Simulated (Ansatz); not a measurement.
**A family of molecules: the dipole moment**

One atom is swapped for its congeners: CBrCl2F (bromodichlorofluoromethane) `FC(Cl)(Cl)Br`; CBrCl3 (bromotrichloromethane) `ClC(Cl)(Cl)Br`; CBr2Cl2 (dibromodichloromethane) `ClC(Cl)(Br)Br`. All are singlets with charge 0.

Shapes, held fixed at every level: PBE0-D4/def2-TZVP. Programs: Ansatz 0.2.0. Values in D.

How should the dipole moment change along the series?

At wB97M-V/def2-TZVPP the dipole moment isn't monotonic: it is largest for F and smallest for Cl (0.41 and 0.02 D). 1 of 4 levels show this order throughout; 1 agree on the largest and the smallest. Relativity is left out for Br unless named. Magnitudes only: a dipole under 1 D may point either way.

| level | CBrCl2F | CBrCl3 | CBr2Cl2 |
| --- | --- | --- | --- |
| PBE-D4/def2-TZVPP | 0.30 | 0.05 | 0.05 |
| r2SCAN-D4/def2-TZVPP | 0.30 | 0.05 | 0.05 |
| B3LYP-D4/def2-TZVPP | 0.40 | 0.01 | 0.00 |
| wB97M-V/def2-TZVPP | 0.41 | 0.02 | 0.03 |
